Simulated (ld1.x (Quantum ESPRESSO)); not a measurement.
**Before and after: TM potential for Rb (Z = 37)**

```
Element                 : rubidium (Rb)
Generator               : ld1.x (Quantum ESPRESSO) 7.5
Type                    : norm-conserving Troullier–Martins (Kleinman–Bylander form)
Functional              : LDA (PZ)
Relativity              : scalar-relativistic
Frozen core             : [Ar] 3d10
Valence charge          : 9
Reference configuration : 4s2 4p6 5s1 5p0
Partial waves           : 4s (bound): rc 2.10 bohr; 4p (bound): rc 1.65 bohr; 4f channel at -0.2 Ry: rc 1.90 bohr; 4d channel at 0.05 Ry: rc 2.30 bohr
Local potential         : the d channel
Core correction         : none
```

Occupied shells without a wave of their own: 5s. They enter only through the test configuration that unscreens the potential.

All-electron outer shells of the reference configuration (LDA (PZ), scalar-relativistic, ld1.x):

| shell | level (eV) | outermost node (bohr) | outermost maximum (bohr) |
| --- | --- | --- | --- |
| 3d | -104.21 | – | 0.39 |
| 4s | -31.97 | 0.62 | 1.25 |
| 4p | -16.03 | 0.64 | 1.42 |
| 5s | -2.37 | 1.79 | 4.22 |
| 5p | -0.79 | 2.20 | 6.14 |

Change: wave 4s (bound): rc 2.10 bohr becomes 4s (bound): rc 2.46 bohr.

Cutoffs: the cutoffs (Ry, on a coarse ladder) from which the occupation-weighted sum of valence levels, in a spherical-Bessel basis at the reference potential, stays within 10 and 1 mRy of its value at 400 Ry; they do not see the model core or the augmentation charge, which bear on the density cutoff. Errors are all-electron minus pseudo energies relative to the spin-unpolarised reference configuration.

**Question.** How do hardness, ghosts and transferability respond?

**Answer.** The potential gets neither clearly harder nor softer (35 Ry and 70 Ry → 35 Ry and 70 Ry); the p channel sets the loose cutoff, while the largest relative change is in s, which becomes softer; of the 7 tests that both files solve, the error grows in 7 and shrinks in 0 by more than 15 % and 0.3 meV (median size 17.1 → 53.9 meV); neither file shows a bound ghost. More of the atom is replaced by a form fitted at one configuration, so other configurations suffer.

| quantity | base | changed |
| --- | --- | --- |
| cutoff, loose | 35 Ry | 35 Ry |
| cutoff, tight | 70 Ry | 70 Ry |
| loose cutoff by channel (10 mRy a level) | s 18 Ry, p 25 Ry | s 10 Ry, p 25 Ry |
| bound ghosts | none | none |
| largest miss of a reference level, eV | 0.02 | 0.08 |
| error for 4s2 4p6 5s0 5p0, meV [ΔE 4.28 eV] | -27 | -129 |
| error for 4s2 4p6 5s0.5 5p0, meV [ΔE 1.66 eV] | -10 | -49 |
| error for 4s2 4p6 5s0 5p1, meV [ΔE 1.62 eV] | -22 | -92 |
| error for 4s2 4p5 5s1 5p0, meV [ΔE 21.24 eV] | +17 | +54 |
| error for 4s1 4p6 5s1 5p0, meV [ΔE 37.84 eV] | -46 | -64 |
| error for 4s2 4p6 5s1 5p0 (spin-polarised), meV [ΔE -0.13 eV] | +0.4 | +1.0 |
| error for 4s2 4p6 5s0.5 5p0 (spin-polarised), meV [ΔE 1.62 eV] | -10 | -49 |
